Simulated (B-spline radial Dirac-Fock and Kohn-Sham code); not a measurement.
# Subshell photoionisation cross sections of Pm⁴⁺ against photon energy

System: the Pm⁴⁺ ion in the configuration [Xe] 4f3.

The run's input, task.json:

```json
{"items": [{
  "Z": 61,
  "q": 4,
  "cfg": [[1, 0, 2], [2, 0, 2], [2, 1, 6], [3, 0, 2], [3, 1, 6], [3, 2, 10], [4, 0, 2], [4, 1, 6], [4, 2, 10], [4, 3, 3], [5, 0, 2], [5, 1, 6]],
  "A": 145,
  "rrms": 4.962,
  "do": ["binding", "quiet", "photo", "scan"],
  "hv": [31.4, 35.5, 41.4, 50.5, 210.0, 270.0, 361.0, 1170.0, 1250.0, 2870.0, 3220.0, 3260.0, 8210.0, 9870.0, 10700.0, 16100.0, 17800.0, 20700.0, 22600.0, 29000.0, 64400.0, 70000.0, 117000.0, 151000.0]
}]}
```

Command: `python xray_run.py task.json out`

Level of theory: Dirac-Hartree-Slater photoionisation with all multipoles and Dirac-Fock thresholds; a B-spline atomic structure program. Values are in kb; a dash marks an energy below the computed threshold.

```
hν (eV)      2s    2p1/2        5s     5p1/2     5p3/2
    210       –        –      77.3      47.0       129
    270       –        –      56.1      36.5      96.9
    361       –        –      36.8      27.2      69.1
   1170       –        –      5.99      6.00      12.7
   1250       –        –      5.36      5.41      11.3
   2870       –        –      1.24      1.24      2.36
   3220       –        –      1.00     0.993      1.86
   3260       –        –     0.981     0.968      1.81
   8210    14.3     22.6     0.164     0.126     0.214
   9870    10.3     13.8     0.112    0.0805     0.133
  10700    8.86     11.1    0.0952    0.0657     0.108
  16100    3.98     3.47    0.0399    0.0226    0.0353
  17800    3.23     2.59    0.0320    0.0172    0.0266
  20700    2.34     1.65    0.0229    0.0113    0.0172
  22600    1.94     1.27    0.0188   0.00884    0.0133
  29000    1.11    0.594    0.0106   0.00432   0.00627
  64400   0.161   0.0479   0.00152  0.000387  0.000499
  70000   0.130   0.0367   0.00123  0.000299  0.000380
 117000  0.0339  0.00701  0.000321  5.95e-05  6.92e-05
 151000  0.0171  0.00310  0.000163  2.67e-05  2.97e-05
```

At 151000 eV the multipoles beyond E1 give 30.7 % of 2s, 47.9 % of 2p1/2, 31.2 % of 5s, 47.3 % of 5p1/2, 46.3 % of 5p3/2.

Run: 7.5 s of CPU time on 1 thread of Neoverse-V1 (shared host), peak memory 0.40 GiB.
